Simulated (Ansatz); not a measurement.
Reactions of `[SiH3][SiH2][SiH2][GeH2][SiH2][GeH3]`.

Program: Ansatz. Geometries: PBE0-D4/def2-TZVP. ΔE: electronic, gas phase. CCSD(T)/CBS adds triple-zeta CCSD(T) − MP2 to the extrapolated MP2 energy (def2 sets, frozen cores). This one scheme is used for every species. For Ge, Zn outer-core shells are correlated without core-valence functions, which leaves a few kJ/mol of doubt a bond. Scalar relativity is left out up to krypton. One conformer a species, not always the lowest.

(1) Order these by ΔE at CCSD(T)/CBS, lowest first. (Best estimate.)
A. `[SiH3][SiH2][SiH2][GeH2][SiH2][GeH3]` + GeH₄ → `[SiH3][SiH2][SiH2][GeH3]` + `[GeH3][SiH2][GeH3]`
B. `[SiH3][SiH2][SiH2][GeH2][SiH2][GeH3]` + CH₃OH → `CO[SiH3]` + `[SiH3][SiH2][GeH2][SiH2][GeH3]`
C. `[SiH3][SiH2][SiH2][GeH2][SiH2][GeH3]` + `Cl[SiH2][NH][GeH3]` → `[SiH3][SiH2]N[SiH2]Cl` + `[GeH3][SiH2][GeH2][SiH2][GeH3]`
D. `[SiH3][SiH2][SiH2][GeH2][SiH2][GeH3]` + `[NH2][Zn][OH]` → `[NH2][Zn][O][SiH3]` + `[SiH3][SiH2][GeH2][SiH2][GeH3]`
E. `[SiH3][SiH2][SiH2][GeH2][SiH2][GeH3]` + `[SiH3][SiH3]` → `[SiH3][SiH2][GeH2][SiH2][GeH3]` + `[SiH3][SiH2][SiH3]`
F. `[SiH3][SiH2][SiH2][GeH2][SiH2][GeH3]` + HCl → `Cl[SiH2][GeH3]` + `[SiH3][SiH2][SiH2][GeH3]`

Largest T1 diagnostic: 0.017, for `[NH2][Zn][OH]`.

Answers

(1) D (-1.02 eV), B (-0.78 eV), F (-0.57 eV), C (-0.47 eV), E (+0.03 eV), A (+0.12 eV).
